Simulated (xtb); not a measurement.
Cl2Sr, singlet, from a rough starting geometry (GFN-xTB shapes and energies of metal compounds can be far from the true ones).

xtb was given this input:
```
$ xtb mol.xyz --gfn 2 --opt vtight --json

# file mol.xyz
3

Sr     0.00204903    -0.07610333     0.03106323
Cl     1.74094685     0.43734244    -1.73273572
Cl    -1.78199428    -0.41245642     1.72691487
```

Question: Give the total energy at the end of the optimisation at the level GFN2-xTB (xtb).

Answer: -9.6812 Eh

Question: What is the computed HOMO-LUMO gap (GFN2-xTB)?

Answer: 1.96 eV

Question: Estimate the dipole moment that GFN2-xTB returns for this input.

Answer: 4.40 D
